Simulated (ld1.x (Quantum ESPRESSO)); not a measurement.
Before and after: TM potential for Cl

- Element: Cl (Z = 17)
- Generator: ld1.x (Quantum ESPRESSO) 7.5
- Type: norm-conserving Troullier–Martins (Kleinman–Bylander form)
- Functional: LDA (PZ)
- Relativity: fully relativistic
- Frozen core: [Ne]
- Valence charge: 7
- Reference configuration: 3s2 3p4.5 (charge +0.5)
- Partial waves: 3s (bound): rc 1.25 bohr; 3p (bound): rc 1.50 bohr; 3d channel at 0.35 Ry: rc 1.30 bohr
- Local potential: all-electron potential smoothed inside 1.00 bohr (lloc = -1)
- Core correction: none

Open shells are filled in proportion to 2j + 1 (rel_dist='average').

Change: wave 3s (bound): rc 1.25 bohr becomes 3s (bound): rc 1.86 bohr.

Cutoffs: the cutoffs (Ry, on a coarse ladder) from which the occupation-weighted sum of valence levels, in a spherical-Bessel basis at the reference potential, stays within 10 and 1 mRy of its value at 400 Ry; they do not see the model core or the augmentation charge, which bear on the density cutoff. Errors are all-electron minus pseudo energies relative to the spin-unpolarised reference configuration.

Task: Predict the effect on cutoff, ghosts and configuration errors.

Result: The potential gets softer (45 Ry and 80 Ry → 30 Ry and 50 Ry); of the 7 tests that both files solve, the error grows in 7 and shrinks in 0 by more than 15 % and 0.3 meV (median size 3.0 → 4.4 meV); neither file shows a bound ghost. A larger radius leaves more room for a smooth pseudo-wave, so fewer plane waves are needed. More of the atom is replaced by a form fitted at one configuration, so other configurations suffer.

```csv
quantity,base,changed
"cutoff, loose",45 Ry,30 Ry
"cutoff, tight",80 Ry,50 Ry
loose cutoff by channel (10 mRy a level),"s 30 Ry, p 15 Ry","s 18 Ry, p 15 Ry"
bound ghosts,none,none
"error for 3s2 3p5, meV [ΔE -5.63 eV]",+1.5,+2.0
"error for 3s2 3p4, meV [ΔE 8.34 eV]",+2.5,+3.8
"error for 3s2 3p3, meV [ΔE 33.87 eV]",+35,+53
"error for 3s1 3p6, meV [ΔE 6.41 eV]",+1.8,-2.4
"error for 3s2 3p5.3, meV [ΔE -7.81 eV]",+3.0,+4.4
"error for 3s2 3p1, meV [ΔE 124.63 eV]",+399,+630
"error for 3s2 3p2, meV [ΔE 72.26 eV]",+143,+221
```
